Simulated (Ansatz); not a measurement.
Reactions of AlH$_{8}$NOSi$_{2}$, SMILES `[AlH2][NH][SiH2]O[SiH3]`.

Program: Ansatz. Geometries: PBE0-D4/def2-TZVP. ΔE: electronic, gas phase. CBS: MP2 limit from def2 TZ/QZ plus the TZ coupled-cluster correction, frozen cores. This one scheme is used for every species. Elements past krypton have def2 core potentials. For In, Se outer-core shells are correlated without core-valence functions, which leaves a few kJ/mol of doubt a bond. Scalar relativity is left out up to krypton. One conformer a species, not always the lowest.

Order these by ΔE at CCSD(T)/CBS, lowest first. (Best estimate.)
A. `[AlH2][NH][SiH2]O[SiH3]` → `[NH2][AlH][O][SiH2][SiH3]`
B. `[AlH2][NH][SiH2]O[SiH3]` → `O[SiH2]N[SiH2][AlH2]`
C. `[AlH2][NH][SiH2]O[SiH3]` + `[NH2][In]([OH])[SH]` → `[NH2][In]([SH])[O][SiH3]` + `O[SiH2][NH][AlH2]`
D. `[AlH2][NH][SiH2]O[SiH3]` + H₂ → `[AlH2][NH][SiH3]` + silanol
E. `[AlH2][NH][SiH2]O[SiH3]` + `[SiH3][SeH]` → `[AlH2][Se][SiH3]` + `N[SiH2]O[SiH3]`
F. `[AlH2][NH][SiH2]O[SiH3]` + H₂ → disiloxane + `[NH2][AlH2]`
G. `[AlH2][NH][SiH2]O[SiH3]` → `[NH2][Al]([SiH3])[SiH2]O`

E (-0.28 eV), C (-0.03 eV), A (+0.21 eV), F (+0.59 eV), D (+1.13 eV), B (+1.72 eV), G (+1.86 eV).

Largest T1 diagnostic: 0.015, for `[NH2][In]([OH])[SH]`.
